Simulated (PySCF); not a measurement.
Electric field gradients and quadrupole coupling constants

Species: C10H7NS.
Geometry (GFN2-xTB, Å), atoms numbered from 1 in this order:
```xyz
19
C10H7NS angstrom
C      3.2884   -2.1621   -0.2830
C      2.3363   -1.4374   -0.1877
C      1.1971   -0.6016   -0.0769
N      1.3896    0.6928    0.1214
C      0.3531    1.5197    0.2327
C      0.6898    2.9618    0.4560
C     -0.9630    1.0905    0.1508
C     -1.2043   -0.2677   -0.0576
C     -2.4350   -0.9786   -0.1797
C     -2.2481   -2.3005   -0.3770
S     -0.5840   -2.7772   -0.4285
C     -0.0951   -1.1289   -0.1733
H      4.1272   -2.7869   -0.3651
H      0.2663    3.3092    1.3969
H      1.7687    3.0796    0.4851
H      0.2836    3.5750   -0.3466
H     -1.7824    1.7867    0.2457
H     -3.3995   -0.5074   -0.1203
H     -2.9983   -3.0577   -0.5002
```

Field gradients from the PBE0/pcSseg-1 density (PySCF, non-relativistic), principal values in atomic units, ordered |Vxx| ≤ |Vyy| ≤ |Vzz|:

| atom | Vxx | Vyy | Vzz |
| --- | --- | --- | --- |
| N4 | 0.4247 | 0.6626 | -1.0873 |
| S11 | -0.1989 | -1.8273 | 2.0261 |

Find the asymmetry η = (Vxx − Vyy)/Vzz and the couplings χ = eQV/h (234.96 MHz × Q in barn × V in au), with Q(14N) = 0.02044 b, Q(33S) = −0.0678 b.

```json
{"atom": "N4", "environment": "pyridine-type nitrogen", "nucleus": "14N", "η": "0.22", "χzz (MHz)": "-5.22", "χxx (MHz)": "2.04", "χyy (MHz)": "3.18"}
{"atom": "S11", "environment": "thiophene-type sulfur", "nucleus": "33S", "η": "0.80", "χzz (MHz)": "-32.28", "χxx (MHz)": "3.17", "χyy (MHz)": "29.11"}
```

What is Vzz at S11 in SI units (1 au = 9.71736 × 10²¹ V/m²)?

2.0261 au = 19.689 × 10²¹ V/m².

What couplings would deuterons (Q(2H) = 0.00286 b) have in place of the hydrogens, at this geometry?

| atom | bonded to | bond length (Å) | Vzz (au) | η | χzz (kHz) |
| --- | --- | --- | --- | --- | --- |
| H13 | C1 | 1.049 | 0.3954 | 0.00 | 266 |
| H14 | C6 | 1.089 | 0.3129 | 0.03 | 210 |
| H15 | C6 | 1.086 | 0.3135 | 0.01 | 211 |
| H16 | C6 | 1.089 | 0.3129 | 0.03 | 210 |
| H17 | C7 | 1.079 | 0.3279 | 0.07 | 220 |
| H18 | C9 | 1.075 | 0.3386 | 0.07 | 228 |
| H19 | C10 | 1.073 | 0.3413 | 0.08 | 229 |

Isolated species at its GFN2-xTB geometry, gas phase. GFN2-xTB bond lengths can be off by several hundredths of an ångström, more for odd bonds, and the gradients follow them. A larger basis could move these couplings by a tenth or more.

These values come from a run that also computed NMR shieldings. The run took 2.1 min wall (with the writing of density and orbital grids) on an Arm Neoverse N1 with one thread (shared host).
